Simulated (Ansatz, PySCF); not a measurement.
Reaction (SMILES): CC(=O)C(C)=O → 2 C[C]=O (the C-C bond at the site shown breaks; other sites are not compared here)
Each molecule is optimised on its own at B3LYP-D3(BJ)/def2-TZVP (Ansatz, an electronic-structure program), one conformer each, not searched for the lowest. Frequencies are from Ansatz or PySCF.

Wanted: bond dissociation energy (enthalpy at 298 K, with B3LYP-D3(BJ) rigid-rotor harmonic-oscillator terms), in kcal/mol. Cores are frozen in the correlated levels unless marked. Open shells are spin-unrestricted. No spin-orbit coupling. Non-relativistic. CBS marks a two-point X^-3 extrapolation of the correlation energy; Hartree-Fock from the larger set. The bracket is a focal-point correction in the basis named.

From measured enthalpies of formation at 298 K: 73.4 kcal/mol (CC(=O)C(C)=O -78.0, ATcT 1.112; C[C]=O -2.3, ATcT 1.112). It holds spin-orbit effects, and any other conformers, which the calculations lack, and core correlation, which the frozen-core levels lack.

```json
[
 {"level": "HF-D3(BJ)/def2-TZVPD", "program": "PySCF + dftd3", "bond dissociation energy (kcal/mol)": "61.5", "error against measurement": "-11.9"},
 {"level": "RI-HF/aug-cc-pVTZ", "program": "Ansatz", "bond dissociation energy (kcal/mol)": "50.7", "error against measurement": "-22.7"},
 {"level": "r2SCAN-D4/def2-TZVPD", "program": "Ansatz + dftd4", "bond dissociation energy (kcal/mol)": "68.2", "error against measurement": "-5.2"},
 {"level": "BHLYP-D4/def2-TZVPD", "program": "Ansatz + dftd4", "bond dissociation energy (kcal/mol)": "68.8", "error against measurement": "-4.6"},
 {"level": "HSE06-D3(BJ)/def2-TZVPD", "program": "Ansatz + dftd3", "bond dissociation energy (kcal/mol)": "70.9", "error against measurement": "-2.5"},
 {"level": "SCS-MP2/6-31G", "program": "Ansatz", "bond dissociation energy (kcal/mol)": "74.5", "error against measurement": "1.1"},
 {"level": "RI-MP2/CBS(cc-pVTZ,cc-pVQZ)+[CCSD(T)-MP2]/cc-pVTZ", "program": "Ansatz", "bond dissociation energy (kcal/mol)": "74.4", "error against measurement": "1.0"}
]
```
